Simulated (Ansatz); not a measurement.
C₄H₅F₅O, SMILES `FC[C@@H](F)[C@@H](F)OC(F)F`. The species carries charge 0 and has multiplicity 1.

```xyz
15

F     1.2290   -2.8554    0.9046
C     0.3299   -1.9976    0.3142
C     1.0602   -0.7843   -0.1988
F     1.8102   -1.1140   -1.3051
C     0.1226    0.3367   -0.6007
F    -0.8418   -0.1349   -1.4598
O    -0.4813    0.8131    0.5523
C    -1.1485    2.0046    0.4169
F    -1.8053    2.2030    1.5565
F    -0.2656    3.0141    0.2583
H    -0.1612   -2.5193   -0.5099
H    -0.4112   -1.6977    1.0597
H     1.7383   -0.4054    0.5723
H     0.6683    1.1220   -1.1330
H    -1.8436    2.0150   -0.4276
```

(1) List the harmonic frequencies (cm⁻¹, unscaled) at PBE0-D4/def2-TZVP in Ansatz. (Estimate.)

(2) Is this a minimum?

(3) Give the ideal-gas thermochemistry at 298.15 K and 1 bar (rigid rotor, harmonic oscillator; point group C1, symmetry number 1).

(4) Rotational constants (cm⁻¹)?

## Answers

(1) Ansatz gave: 36, 62, 75, 94, 152, 195, 240, 312, 347, 448, 507, 540, 583, 723, 752, 895, 947, 1093, 1102, 1117, 1133, 1158, 1159, 1194, 1209, 1283, 1322, 1348, 1377, 1398, 1409, 1441, 1449, 1488, 3077, 3086, 3093, 3110, 3139.

(2) Yes, all 39 modes are real.

(3) Zero-point energy 263.7 kJ/mol; H(298) − E = 292.2 kJ/mol; entropy 426.6 J/(mol·K), of which translation 172.5, rotation 126.7, vibration 127.5; G(298) − E = 165.0 kJ/mol. Modes under 100 cm⁻¹ are hindered rotations or soft bends, so the harmonic entropy is rough.

(4) 0.07649, 0.02158, 0.01962.
